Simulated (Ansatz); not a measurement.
Gas-phase electronic energies from Ansatz, PBE0-D4/def2-TZVP geometries. CCSD(T)/CBS is the MP2 limit (def2-TZVPP, def2-QZVPP) plus CCSD(T) − MP2 in def2-TZVPP, frozen cores. DFT in def2-TZVPP. B3LYP here is the variant with VWN-RPA as its local correlation; programs differ in this. One conformer a species, not always the lowest.

`N[Si](N)(O)[SiH3]` + `C=CNC` → `C=CN(C)[SiH3]` + `N[SiH](N)O`  (cleavage of the Si–Si bond)

```csv
level,ΔE (kJ/mol),difference from CCSD(T)/CBS
PBE-D4,-40.2,25.7
r2SCAN-D4,-54.9,11.0
PBE0-D4,-47.6,18.3
B3LYP-D4,-58.3,7.6
ωB97M-V,-65.5,0.4
B2PLYP,-64.4,1.5
PBE,-38.4,27.5
PBE0,-46.3,19.6
HF/def2-TZVPP,-71.6,-5.7
MP2/def2-TZVPP,-77.0,-11.1
SCS-MP2/def2-TZVPP,-76.5,-10.6
CCSD/def2-TZVPP,-67.0,-1.1
HF/def2-QZVPP,-73.1,-7.2
SCS-MP2/def2-QZVPP,-76.5,-10.6
HF/CBS(def2),-73.3,-7.4
CCSD/CBS(def2),-66.6,-0.7
CCSD(T)/CBS,-65.9,0
```

Largest T1 diagnostic among the species: 0.012.

From PBE to PBE0 (25 % exact exchange), in def2-TZVPP and without D4, ΔE moves by −7.9 kJ/mol.
